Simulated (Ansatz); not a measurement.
Geometry optimisation, RKS B3LYP/def2-SVP in Ansatz.

input.yaml

```yaml
crystal:
  periodic: [false, false, false]
  atoms:
    - { symbol: C, position_ang: [-0.4774, 1.402, -0.3356] }
    - { symbol: B, position_ang: [0.4715, 0.4689, 0.4057] }
    - { symbol: O, position_ang: [1.6529, 1.0026, 1.0153] }
    - { symbol: Si, position_ang: [0.1592, -1.4164, 0.5149] }
    - { symbol: S, position_ang: [-0.0311, -2.2618, -1.4761] }
    - { symbol: Br, position_ang: [-1.8814, -1.7134, 1.5793] }
    - { symbol: H, position_ang: [-1.4977, 1.4002, 0.1374] }
    - { symbol: H, position_ang: [-0.1077, 2.5054, -0.3042] }
    - { symbol: H, position_ang: [-0.6088, 1.1576, -1.368] }
    - { symbol: H, position_ang: [2.3781, 0.9492, 0.3442] }
    - { symbol: H, position_ang: [1.1461, -2.1001, 1.2887] }
    - { symbol: H, position_ang: [1.25389, -1.84772, -1.8261] }
basis:
  gaussian: { orbitals: def2-SVP }
hamiltonian:
  xc: b3lyp
relax:
  f_tol: 0.015
  max_steps: 40
output:
  orbitals: {}
```

Run as:

```bash
$ ansatz run input.yaml --threads 2 --pin off --max-ram 3072MiB --backend cpu --events-out ev --progress --plain --runs-dir out
```

Problem. Where does it end, and by what steps?

Solution. It converged. The force dipped under the threshold on the way, but the program's further checks kept it going. After 20 steps the energy has fallen by 1.139 eV; H10 moved furthest, 0.84 Å.

| step | energy less start (eV) | largest force component (eV/Å) | accepted |
| --- | --- | --- | --- |
| 0 | 0.0000 | 3.036 | yes |
| 1 | -0.3605 | 1.188 | yes |
| 2 | -0.4415 | 0.502 | yes |
| 3 | -0.4697 | 0.445 | yes |
| 4 | -0.5721 | 1.366 | yes |
| 5 | -0.7405 | 1.890 | yes |
| 6 | -0.9219 | 2.245 | yes |
| 7 | -1.1051 | 0.585 | yes |
| 8 | -1.1288 | 0.271 | yes |
| 9 | -1.1349 | 0.077 | yes |
| 10 | -1.1366 | 0.056 | yes |
| 11 | -1.1371 | 0.024 | yes |
| 12 | -1.1374 | 0.011 | yes |
| 13 | -1.1378 | 0.030 | yes |
| 14 | -1.1379 | 0.066 | yes |
| 15 | -1.1381 | 0.069 | yes |
| 16 | -1.1383 | 0.056 | yes |
| 17 | -1.1384 | 0.043 | yes |
| 18 | -1.1385 | 0.058 | yes |
| 19 | -1.1385 | 0.041 | yes |
| 20 | -1.1386 | 0.013 | yes |

```xyz
12
Properties=species:S:1:pos:R:3
C -0.453 1.554 -0.216
B 0.586 0.491 0.298
O 1.870 0.785 0.621
Si 0.117 -1.490 0.436
S 0.024 -2.385 -1.552
Br -1.963 -1.712 1.298
H -1.342 1.569 0.439
H -0.054 2.581 -0.288
H -0.825 1.257 -1.213
H 2.093 1.721 0.507
H 1.033 -2.304 1.285
H 1.371 -2.521 -1.640
```

The run took 2 min on 2 threads of Arm Neoverse V2, with other jobs on the host, peak memory 0.41 GiB.
